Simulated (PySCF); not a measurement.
# How methods differ on the excitation energy of Pb

Pb [Xe] 4f14 5d10 6s2 6p2 (3P) → Pb [Xe] 4f14 5d10 6s2 6p1 7s1 (3P), as a difference of total energies. All numbers are calculated (PySCF 2.14, scalar relativity through the core potential, in aug-cc-pwCVTZ-PP with ECP60MDF). Correlated levels: valence: 5s2 5p6 5d10 frozen. The calculations carry no spin-orbit coupling.

| method | excitation energy (eV) |
| --- | --- |
| UHF | 3.771 |
| MP2 (valence) | 3.853 |
| SCS-MP2 (valence) | 3.845 |
| CCSD (valence) | 3.856 |
| CCSD(T) (valence) | 3.859 |

Question: How much does correlation contribute at CCSD(T) (valence)?

Answer: 3.859 − (3.771) = 0.088 eV, measured against UHF.

Spin-orbit coupling is strong in these open shells (close to jj coupling). The scalar numbers leave it out and a first-order estimate fails, so it can dominate the gap to the real levels.

The promoted electron is Rydberg-like, and one or two diffuse shells describe it only roughly, which tends to raise the upper state.
